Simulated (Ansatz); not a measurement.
System: sum formula GeBrF2 (charge 0, doublet). It need not be the lowest isomer of its formula. 
Structure (B3LYP-D3(BJ)/def2-TZVP (Ansatz, a quantum-chemistry and plane-wave program) minimum search):
SMILES: [F][Ge]([Br])[F]
```xyz
4

F     -1.5540    -1.3623    -0.3215
Ge    -0.7557    -0.0036     0.4192
F     -1.5510     1.3722    -0.2930
Br     1.4893     0.0007    -0.2253
```
Charge 0, spin multiplicity 2.

Basis-set convergence of Hartree-Fock and CCSD(T) correlation energies (hartree) with Ansatz. Cores are frozen in the correlated levels unless marked. Open shells are spin-unrestricted. No spin-orbit coupling. The frozen core is the preceding noble-gas configuration, with the filled d and f shells of earlier blocks. No relativistic terms.

| basis | functions | E(HF) | E(corr, CCSD(T)) |
|---|---|---|---|
| def2-SVP | 92 | -4846.00408 | -0.59465 |
| def2-TZVPP | 158 | -4846.84943 | -0.79411 |
| def2-QZVPP | 292 | -4846.95093 | -0.86756 |

Extrapolating the two largest sets (X = 3 and 4) as X^-3: E(corr) = (64·(-0.86756) - 27·(-0.79411))/37 = -0.9212 Eh, an estimate of the basis-set limit. The largest set recovers 94.2 % of it, the smallest 64.6 %.
